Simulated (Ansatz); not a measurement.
Spectroscopic constants of BeO, closed-shell singlet (the spin of the measured ground state).

Seven points along R, fitted to fifth degree in 1/R; most abundant isotopes. Runs in def2 and cc sets follow the lowest solution found near the PBE0 minimum. The singlet is held restricted.

Correlated levels freeze the inner cores; with def2 sets outer-core shells near the valence are correlated too. CBS(a, b) extrapolates the correlation energy as X⁻³ and adds the Hartree–Fock energy of set b.

Programs: Ansatz (Gaussian orbitals). Values without a source in brackets are computed.

Quantity: r_e, from seven points a level.

Costs are ratios of core time to PBE/def2-TZVPP (roughly 4 s), for whole runs (searches for the state included, and forces where a run took them) on one shared machine, so rough; each error counts from the measured 1.3309 Å [Huber and Herzberg (1979), NIST Chemistry WebBook].

A star marks coupled-cluster runs past 200 virtual orbitals, where the program's memory plan changes under this machine's limit, so their costs aren't comparable with smaller runs.

```json
[
 {"level": "PBE0/def2-TZVPP", "basis functions": "50", "cost": "×0.9", "error (Å)": "-0.006"},
 {"level": "PBE/def2-TZVPP", "basis functions": "50", "cost": "×1", "error (Å)": "0.015"},
 {"level": "B2PLYP/def2-TZVPP", "basis functions": "50", "cost": "×2", "error (Å)": "0.011"},
 {"level": "r2SCAN/def2-TZVPP", "basis functions": "50", "cost": "×2", "error (Å)": "0.004"},
 {"level": "CCSD(T)/def2-TZVPP", "basis functions": "50", "cost": "×2", "error (Å)": "0.016"},
 {"level": "B97M-V/def2-TZVPP", "basis functions": "50", "cost": "×2", "error (Å)": "-0.005"},
 {"level": "wB97X-V/def2-TZVPP", "basis functions": "50", "cost": "×3", "error (Å)": "-0.006"},
 {"level": "CCSD(T)/aug-cc-pVTZ", "basis functions": "92", "cost": "×4", "error (Å)": "0.015"},
 {"level": "CCSD(T)/def2-QZVPP", "basis functions": "93", "cost": "×8", "error (Å)": "0.007"},
 {"level": "CCSD(T)/aug-cc-pVQZ", "basis functions": "160", "cost": "×30", "error (Å)": "0.008"},
 {"level": "CCSD(T)/aug-cc-pV5Z", "basis functions": "254", "cost": "×700*", "error (Å)": "0.006"},
 {"level": "CCSD(T)/CBS(aug-cc-pVQZ, aug-cc-pV5Z)", "basis functions": "-", "cost": "×700*", "error (Å)": "0.006"}
]
```

With a budget of 100 times the cost of PBE/def2-TZVPP, the closest level: r2SCAN/def2-TZVPP, at 0.004 Å; next is B97M-V/def2-TZVPP at -0.005 Å.

What the step from CCSD(T)/aug-cc-pVTZ to CCSD(T)/aug-cc-pVQZ costs and buys: 92 to 160 functions, cost ×8 (rough); the error goes from 0.015 to 0.008 Å.

Ansatz is a first-principles code.
